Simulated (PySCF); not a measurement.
Cd(SiH3)(OSiH3) (CdH6OSi2), SMILES [O]([Cd][SiH3])[SiH3].

Geometry optimised at B3LYP-D3(BJ)/def2-SVP. The structure was generated by enumeration; whether it is a known compound was not checked. The def2 effective core potentials stand for the cores of Cd; spin–orbit coupling is left out. The values are those of a single conformer.

Two levels are set side by side: PBE/def2-TZVP (PySCF) and B3LYP/def2-TZVP (PySCF). Same geometry, gas phase. Differences are taken from unrounded values.

| quantity | PBE |
|---|---|
| orbital gap (eV) | 4.44 |
| highest occupied level (eV) | -6.38 |
| lowest empty level (eV) | -1.94 |
| dipole moment (D) | 2.93 |
| mean polarisability (bohr³) | 98.2 |

### Question
These are the PBE values. What does B3LYP give? (An estimate is asked for; the answer gives what the named calculation found.)

### Answer

```tsv
quantity	B3LYP	PBE minus B3LYP
orbital gap (eV)	6.17	-1.73
highest occupied level (eV)	-7.56	1.18
lowest empty level (eV)	-1.39	-0.55
dipole moment (D)	2.97	-0.05
mean polarisability (bohr³)	93.6	4.6
```

Without exact exchange PBE keeps part of each electron's self-repulsion, which lifts occupied levels and narrows the gap. PBE's more diffuse valence density responds more strongly to a field. Differences between two approximate levels are no errors against the true value.

Rough cost on one machine, each run with all the roots and properties that it gave: B3LYP against PBE within a factor of 2.
